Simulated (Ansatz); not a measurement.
**Nudged elastic band run: C2H10OSi**

The input (input.yaml):

```yaml
crystal:
  periodic: [false, false, false]
  atoms:
    - { symbol: Si, position_ang: [-1.199323, 0.214388, 0.493614] }
    - { symbol: C, position_ang: [0.057617, -0.783083, -0.477948] }
    - { symbol: C, position_ang: [0.707813, 0.023461, -1.61585] }
    - { symbol: H, position_ang: [-2.282678, 0.701939, -0.414818] }
    - { symbol: H, position_ang: [-0.550507, 1.427824, 1.079909] }
    - { symbol: O, position_ang: [-1.811984, -0.781905, 1.68704] }
    - { symbol: H, position_ang: [2.62237, 0.782154, 1.739892] }
    - { symbol: H, position_ang: [1.90301, 0.92952, 1.626249] }
    - { symbol: H, position_ang: [0.82539, -1.14885, 0.215753] }
    - { symbol: H, position_ang: [-0.440227, -1.675376, -0.879269] }
    - { symbol: H, position_ang: [1.233914, 0.90584, -1.232922] }
    - { symbol: H, position_ang: [1.438405, -0.579916, -2.166635] }
    - { symbol: H, position_ang: [-0.039498, 0.373536, -2.337865] }
    - { symbol: H, position_ang: [-2.464501, -0.389432, 2.28285] }
magnetization:
  spin_polarized: true
basis:
  gaussian: { orbitals: "6-31G*" }
hamiltonian:
  xc: b3lyp
  dispersion: d4
neb:
  order_check: false
  images: 5
  f_tol: 0.05
  max_iterations: 60
  spring: 0.1
  final_atoms:
    - { symbol: Si, position_ang: [-1.29217585, 1.44045322, 1.22550011] }
    - { symbol: C, position_ang: [0.72160227, -1.45412561, -0.7078954] }
    - { symbol: C, position_ang: [1.2119295, -0.19706103, -1.43033192] }
    - { symbol: H, position_ang: [-1.85760032, 0.98323077, -0.07563565] }
    - { symbol: H, position_ang: [-2.35776819, 2.21743301, 1.92212269] }
    - { symbol: O, position_ang: [-0.73572123, 0.17126893, 2.15572018] }
    - { symbol: H, position_ang: [0.41381284, -1.22370866, 0.31788285] }
    - { symbol: H, position_ang: [-0.12170568, 2.31563955, 0.98837534] }
    - { symbol: H, position_ang: [1.50907141, -2.21560562, -0.65798793] }
    - { symbol: H, position_ang: [-0.13637742, -1.90049653, -1.2259714] }
    - { symbol: H, position_ang: [2.06631774, 0.25256049, -0.91026552] }
    - { symbol: H, position_ang: [1.5282392, -0.42040819, -2.45664252] }
    - { symbol: H, position_ang: [0.42341991, 0.56286657, -1.48701797] }
    - { symbol: H, position_ang: [-1.37324318, -0.53194691, 2.34214714] }
  initial_path:
    images:
      - { positions_ang: [[-1.199323, 0.214388, 0.493614], [0.057617, -0.783083, -0.477948], [0.707813, 0.023461, -1.61585], [-2.282678, 0.701939, -0.414818], [-0.550507, 1.427824, 1.079909], [-1.811984, -0.781905, 1.68704], [2.62237, 0.782154, 1.739892], [1.90301, 0.92952, 1.626249], [0.82539, -1.14885, 0.215753], [-0.440227, -1.675376, -0.879269], [1.233914, 0.90584, -1.232922], [1.438405, -0.579916, -2.166635], [-0.039498, 0.373536, -2.337865], [-2.464501, -0.389432, 2.28285]] }
      - { positions_ang: [[-1.11926586, 0.30766185, 0.58489485], [0.1462704, -0.77264862, -0.47272422], [0.82282683, 0.04460124, -1.57821719], [-2.26729691, 0.52406925, -0.25099255], [-0.63810485, 1.59213513, 0.90718926], [-1.58954474, -0.56538545, 1.87639873], [1.97538744, 0.51500639, 1.38763523], [1.53523277, 0.82730602, 1.55641588], [0.88432041, -1.26080654, 0.14140735], [-0.42975002, -1.57384424, -0.9156716], [1.4005181, 0.86975666, -1.16566196], [1.50386777, -0.56362469, -2.17422022], [0.08577405, 0.46922333, -2.25452036], [-2.31043438, -0.41335032, 2.3580668]] }
      - { positions_ang: [[-1.03920872, 0.4009357, 0.67617571], [0.2349238, -0.76221423, -0.46750045], [0.93784066, 0.06574148, -1.54058437], [-2.25191583, 0.34619951, -0.0871671], [-0.7257027, 1.75644625, 0.73446952], [-1.36710548, -0.3488659, 2.06575745], [1.32840488, 0.24785877, 1.03537847], [1.16745555, 0.72509203, 1.48658275], [0.94325082, -1.37276309, 0.06706171], [-0.41927305, -1.47231249, -0.95207421], [1.56712219, 0.83367333, -1.09840192], [1.56933053, -0.54733339, -2.18180544], [0.21104611, 0.56491066, -2.17117573], [-2.15636776, -0.43726863, 2.4332836]] }
      - { positions_ang: [[-0.95915158, 0.49420955, 0.76745656], [0.3235772, -0.75177985, -0.46227667], [1.05285449, 0.08688172, -1.50295156], [-2.23653474, 0.16832976, 0.07665835], [-0.81330055, 1.92075738, 0.56174978], [-1.14466623, -0.13234636, 2.25511618], [0.68142232, -0.01928884, 0.6831217], [0.79967832, 0.62287805, 1.41674963], [1.00218122, -1.48471963, -0.00728394], [-0.40879607, -1.37078073, -0.98847681], [1.73372629, 0.79758999, -1.03114188], [1.6347933, -0.53104208, -2.18939066], [0.33631816, 0.66059799, -2.08783109], [-2.00230114, -0.46118695, 2.5085004]] }
      - { positions_ang: [[-1.07015967, 0.80962411, 0.92013774], [0.45625222, -0.9858951, -0.54414958], [1.10587949, -0.00776586, -1.47874501], [-2.11022327, 0.43996343, 0.02589369], [-1.3281231, 2.01964925, 1.01520742], [-1.00835123, -0.03114126, 2.22198418], [0.59221916, -0.42076211, 0.56137542], [0.49255032, 1.18713188, 1.2739582], [1.17114462, -1.72834829, -0.22418527], [-0.31798986, -1.54735266, -1.06764167], [1.84459011, 0.61591349, -0.99084976], [1.59927527, -0.49416412, -2.27847462], [0.36535208, 0.62802085, -1.88756005], [-1.79261515, -0.4847736, 2.45304931]] }
      - { positions_ang: [[-1.18116776, 1.12503867, 1.07281893], [0.58892725, -1.22001035, -0.62602249], [1.1589045, -0.10241345, -1.45453846], [-1.98391179, 0.7115971, -0.02487098], [-1.84294564, 2.11854113, 1.46866506], [-0.87203623, 0.07006383, 2.18885218], [0.503016, -0.82223538, 0.43962914], [0.18542232, 1.75138572, 1.13116677], [1.34010802, -1.97197696, -0.4410866], [-0.22718364, -1.7239246, -1.14680654], [1.95545392, 0.43423699, -0.95055764], [1.56375723, -0.45728615, -2.36755857], [0.39438599, 0.59544371, -1.68728901], [-1.58292916, -0.50836026, 2.39759823]] }
      - { positions_ang: [[-1.29217585, 1.44045322, 1.22550011], [0.72160227, -1.45412561, -0.7078954], [1.2119295, -0.19706103, -1.43033192], [-1.85760032, 0.98323077, -0.07563565], [-2.35776819, 2.21743301, 1.92212269], [-0.73572123, 0.17126893, 2.15572018], [0.41381284, -1.22370866, 0.31788285], [-0.12170568, 2.31563955, 0.98837534], [1.50907141, -2.21560562, -0.65798793], [-0.13637742, -1.90049653, -1.2259714], [2.06631774, 0.25256049, -0.91026552], [1.5282392, -0.42040819, -2.45664252], [0.42341991, 0.56286657, -1.48701797], [-1.37324318, -0.53194691, 2.34214714]] }
```

Command:

```bash
$ ansatz run input.yaml --threads 2 --pin off --max-ram 3072MiB --backend cpu --events-out ev --progress --plain --runs-dir out
```

Output, in part (warnings, iteration lines, the closing report on the highest movable image, with atoms numbered from 0):

```
NEB end point (image 0): max|allowed force component| = 6.069e-3 eV/Å (the criterion of neb.relax_end_points is 1.000e-2)
NEB end point (image 6): max|allowed force component| = 2.018e-2 eV/Å (the criterion of neb.relax_end_points is 1.000e-2)
NEB iter   1: max|band force component| = 9.811e0 eV/Å  barrier→ = 3.9111 eV  barrier← = 4.2533 eV  Δτ_max = 0.2000 Å  (189 SCF iters)
NEB iter   2: max|band force component| = 2.593e0 eV/Å  barrier→ = 2.8857 eV  barrier← = 3.2279 eV  Δτ_max = 0.1989 Å  (143 SCF iters)
NEB iter   3: max|band force component| = 9.179e-1 eV/Å  barrier→ = 2.5532 eV  barrier← = 2.8954 eV  Δτ_max = 0.2000 Å  (139 SCF iters)
NEB iter   4: max|band force component| = 8.439e-1 eV/Å  barrier→ = 2.5436 eV  barrier← = 2.8857 eV  Δτ_max = 0.2000 Å  (136 SCF iters)
NEB iter   5: max|band force component| = 6.171e-1 eV/Å  barrier→ = 2.2700 eV  barrier← = 2.6122 eV  Δτ_max = 0.2000 Å  (137 SCF iters)
NEB iter   6: max|band force component| = 5.864e-1 eV/Å  barrier→ = 2.2418 eV  barrier← = 2.5840 eV  Δτ_max = 0.1990 Å  (136 SCF iters)
NEB iter   7: max|band force component| = 5.457e-1 eV/Å  barrier→ = 2.1200 eV  barrier← = 2.4622 eV  Δτ_max = 0.1989 Å  (134 SCF iters)
NEB iter   8: max|band force component| = 6.067e-1 eV/Å  barrier→ = 1.5870 eV  barrier← = 1.9292 eV  Δτ_max = 0.0998 Å  (135 SCF iters)
NEB iter   9: max|band force component| = 5.060e-1 eV/Å  barrier→ = 1.5297 eV  barrier← = 1.8719 eV  Δτ_max = 0.1026 Å  (133 SCF iters)
NEB iter  10: max|band force component| = 6.227e-1 eV/Å  barrier→ = 1.3880 eV  barrier← = 1.7302 eV  CI = image 3  Δτ_max = 0.1024 Å  (134 SCF iters)
NEB iter  11: max|band force component| = 7.161e-1 eV/Å  barrier→ = 1.3559 eV  barrier← = 1.6981 eV  CI = image 3  Δτ_max = 0.1016 Å  (135 SCF iters)
NEB iter  12: max|band force component| = 7.284e-1 eV/Å  barrier→ = 1.2431 eV  barrier← = 1.5852 eV  CI = image 3  Δτ_max = 0.2000 Å  (130 SCF iters)
NEB iter  13: max|band force component| = 8.334e-1 eV/Å  barrier→ = 1.1373 eV  barrier← = 1.4795 eV  CI = image 3  Δτ_max = 0.2000 Å  (133 SCF iters)
NEB iter  14: max|band force component| = 1.228e0 eV/Å  barrier→ = 1.2529 eV  barrier← = 1.5951 eV  CI = image 3  Δτ_max = 0.1944 Å  (129 SCF iters)
NEB iter  15: max|band force component| = 1.890e0 eV/Å  barrier→ = 1.3423 eV  barrier← = 1.6845 eV  CI = image 3  Δτ_max = 0.2000 Å  (128 SCF iters)
NEB iter  16: max|band force component| = 2.571e0 eV/Å  barrier→ = 1.4637 eV  barrier← = 1.8059 eV  CI = image 3  Δτ_max = 0.2000 Å  (135 SCF iters)
NEB iter  17: max|band force component| = 3.080e0 eV/Å  barrier→ = 1.7017 eV  barrier← = 2.0439 eV  CI = image 3  Δτ_max = 0.2000 Å  (134 SCF iters)
NEB iter  18: max|band force component| = 3.210e0 eV/Å  barrier→ = 1.8649 eV  barrier← = 2.2071 eV  CI = image 3  Δτ_max = 0.2000 Å  (131 SCF iters)
NEB iter  19: max|band force component| = 3.346e0 eV/Å  barrier→ = 2.0977 eV  barrier← = 2.4398 eV  CI = image 3  Δτ_max = 0.2000 Å  (132 SCF iters)
NEB iter  20: max|band force component| = 2.993e0 eV/Å  barrier→ = 2.5085 eV  barrier← = 2.8506 eV  CI = image 3  Δτ_max = 0.2000 Å  (129 SCF iters)
NEB iter  21: max|band force component| = 2.521e0 eV/Å  barrier→ = 2.8431 eV  barrier← = 3.1853 eV  CI = image 3  Δτ_max = 0.2000 Å  (132 SCF iters)
NEB iter  22: max|band force component| = 1.520e0 eV/Å  barrier→ = 3.4539 eV  barrier← = 3.7961 eV  CI = image 3  Δτ_max = 0.2000 Å  (130 SCF iters)
NEB iter  23: max|band force component| = 6.744e-1 eV/Å  barrier→ = 3.5479 eV  barrier← = 3.8901 eV  CI = image 3  Δτ_max = 0.1962 Å  (130 SCF iters)
NEB iter  24: max|band force component| = 6.858e-1 eV/Å  barrier→ = 3.4941 eV  barrier← = 3.8363 eV  CI = image 3  Δτ_max = 0.1591 Å  (132 SCF iters)
NEB iter  25: max|band force component| = 3.559e-1 eV/Å  barrier→ = 3.4177 eV  barrier← = 3.7599 eV  CI = image 3  Δτ_max = 0.2000 Å  (130 SCF iters)
NEB iter  26: max|band force component| = 4.108e-1 eV/Å  barrier→ = 3.3343 eV  barrier← = 3.6764 eV  CI = image 3  Δτ_max = 0.1002 Å  (137 SCF iters)
NEB iter  27: max|band force component| = 4.135e-1 eV/Å  barrier→ = 3.2917 eV  barrier← = 3.6338 eV  CI = image 3  Δτ_max = 0.1002 Å  (132 SCF iters)
NEB iter  28: max|band force component| = 4.161e-1 eV/Å  barrier→ = 3.2482 eV  barrier← = 3.5904 eV  CI = image 3  Δτ_max = 0.2000 Å  (128 SCF iters)
NEB iter  29: max|band force component| = 4.285e-1 eV/Å  barrier→ = 3.1688 eV  barrier← = 3.5110 eV  CI = image 3  Δτ_max = 0.2000 Å  (137 SCF iters)
NEB iter  30: max|band force component| = 4.431e-1 eV/Å  barrier→ = 3.1170 eV  barrier← = 3.4591 eV  CI = image 3  Δτ_max = 0.2000 Å  (136 SCF iters)
NEB iter  31: max|band force component| = 4.833e-1 eV/Å  barrier→ = 3.0992 eV  barrier← = 3.4413 eV  CI = image 3  Δτ_max = 0.1000 Å  (133 SCF iters)
NEB iter  32: max|band force component| = 3.684e-1 eV/Å  barrier→ = 3.0793 eV  barrier← = 3.4214 eV  CI = image 3  Δτ_max = 0.1004 Å  (127 SCF iters)
NEB iter  33: max|band force component| = 3.223e-1 eV/Å  barrier→ = 3.0590 eV  barrier← = 3.4012 eV  CI = image 3  Δτ_max = 0.1991 Å  (125 SCF iters)
NEB iter  34: max|band force component| = 2.061e-1 eV/Å  barrier→ = 3.0399 eV  barrier← = 3.3821 eV  CI = image 3  Δτ_max = 0.1011 Å  (135 SCF iters)
NEB iter  35: max|band force component| = 1.060e-1 eV/Å  barrier→ = 3.0363 eV  barrier← = 3.3785 eV  CI = image 3  Δτ_max = 0.0497 Å  (127 SCF iters)
NEB iter  36: max|band force component| = 7.768e-2 eV/Å  barrier→ = 3.0352 eV  barrier← = 3.3773 eV  CI = image 3  Δτ_max = 0.0327 Å  (123 SCF iters)
NEB iter  37: max|band force component| = 6.048e-2 eV/Å  barrier→ = 3.0344 eV  barrier← = 3.3766 eV  CI = image 3  Δτ_max = 0.0409 Å  (121 SCF iters)
NEB iter  38: max|band force component| = 3.430e-2 eV/Å  barrier→ = 3.0339 eV  barrier← = 3.3760 eV  CI = image 3  Δτ_max = 0.0000 Å  (260 SCF iters)
Total energy: -12159.71357426 eV, -446.8612317042 hartree
Atom 0 at    -0.732658     0.432992     0.894220 Å, force     0.016935     0.014074     0.001458 eV/Å
Atom 1 at     0.649834    -0.694863    -0.370082 Å, force     0.007896     0.005865     0.001459 eV/Å
Atom 2 at     0.810913     0.159225    -1.629241 Å, force    -0.007245     0.012008    -0.007104 eV/Å
Atom 3 at    -1.757611     0.147237    -0.182274 Å, force     0.001531     0.002336     0.003194 eV/Å
Atom 4 at    -0.321039     1.839491     0.681619 Å, force     0.011014    -0.000199    -0.015250 eV/Å
Atom 5 at    -1.633677    -0.051096     2.216624 Å, force    -0.004944    -0.022863     0.023137 eV/Å
Atom 6 at     0.739705    -0.232300     0.960989 Å, force    -0.003863    -0.004331    -0.003388 eV/Å
Atom 7 at     0.588316     0.223028     1.955289 Å, force    -0.007957     0.002153    -0.002636 eV/Å
Atom 8 at     1.630520    -1.110655    -0.079541 Å, force     0.000309    -0.000707     0.002272 eV/Å
Atom 9 at    -0.000090    -1.564733    -0.521420 Å, force     0.001474    -0.001055     0.000496 eV/Å
Atom 10 at     1.475565     1.010072    -1.445239 Å, force    -0.001233     0.000514    -0.004412 eV/Å
Atom 11 at     1.238607    -0.423548    -2.454368 Å, force    -0.000212    -0.009278     0.006751 eV/Å
Atom 12 at    -0.154040     0.553229    -1.967104 Å, force    -0.000059     0.000706     0.001645 eV/Å
Atom 13 at    -2.534544    -0.287979     1.940527 Å, force    -0.013646     0.000776    -0.007624 eV/Å
Dipole moment:     0.010842    -0.181768    -0.385397 e Å
```

The run converged. Neighbouring images differ by up to 3.2 eV, so the band resolves the path poorly. Another band between the same ends (5 images) ends at a top of the same energy, where a vibrational analysis finds 1 clearly imaginary mode. The orbitals stay closed-shell, which can raise the energy where a bond breaks towards radicals; this wasn't checked here.

Final band (atoms are numbered from 1 in the order of the input):

| image | path coordinate (Å) | energy (kcal/mol) | Si1–C2 (Å) | H7–H8 (Å) | Si1–H8 (Å) |
| --- | --- | --- | --- | --- | --- |
| 0 | 0.00 | 0.0 | 1.88 | 0.74 | 3.38 |
| 1 | 1.64 | 0.2 | 1.88 | 0.74 | 3.43 |
| 2 | 3.22 | 6.2 | 1.90 | 0.74 | 2.70 |
| 3 | 4.76 | 70.0 | 2.19 | 1.10 | 1.71 |
| 4 | 6.95 | -4.2 | 3.49 | 2.03 | 1.48 |
| 5 | 9.21 | -7.1 | 3.88 | 2.61 | 1.48 |
| 6 | 11.44 | -7.9 | 4.02 | 3.64 | 1.48 |

Time of the run: 3.8 min on 2 threads of AMD EPYC 9B45 (Zen 5) (shared host), peak memory 0.24 GiB.
